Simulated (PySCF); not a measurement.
**Spinor energies of S (sulfur, neutral)**

Start: [Ne] 3s2 3p4; 3p1/2 filled at m_j = +1/2; 3p3/2 filled at m_j = -1/2, +1/2, +3/2. Calculated with PySCF 2.14 in x2c-TZVPall-2c with one added diffuse shell each of s, p type (6s7p2d1f, 44 functions): generalised Hartree-Fock with the X2C-1e Hamiltonian and a Gaussian nucleus; one run each with spin-orbit coupling (SO) switched off, then screened by Boettger's factors. This is a chosen level, not necessarily the ground level.

```tsv
spinor shell	electrons	ε, spin-free (eV)	ε, screened SO (eV)	weight of nominal j (screened SO)	rms radius, screened SO (bohr)
1s1/2	2	-2511.4	-2511.4	1.000	0.112
2s1/2	2	-246.38	-246.36	1.000	0.516
2p1/2	2	-181.84	-182.96	0.934	0.489
3s1/2	2	-24.090	-24.084	0.999	1.85
3p3/2	3	-11.953	-12.594	0.656	2.22
3p1/2	1	-11.953	-10.035	0.663	2.35
```

Problem. Where does 2p3/2 lie, and what is the 2p spin-orbit splitting (screened SO)?

Solution. At -181.27 eV, 1.698 eV above 2p1/2.

```json
{"quantity": "E (hartree)", "spin-free": "-398.57987", "screened SO": "-398.58152"}
{"quantity": "M_J", "spin-free": "2", "screened SO": "2"}
{"quantity": "⟨J²⟩", "spin-free": "6.017", "screened SO": "6.018"}
{"quantity": "⟨L²⟩", "spin-free": "2.011", "screened SO": "2.015"}
{"quantity": "⟨S²⟩", "spin-free": "2.006", "screened SO": "2.004"}
```

Each row is a mean over spinors that exchange with the open shell spreads, by up to 5.918 eV (3s1/2).

Rows whose weight is well below 1 are mixtures of j = l ± 1/2: exchange outweighs spin-orbit coupling there, and the label is only the starting occupation.

Without spin-orbit coupling the j labels of p, d and f shells carry no meaning; the spin-free column gives the mean over the occupied spinors of each nl shell.
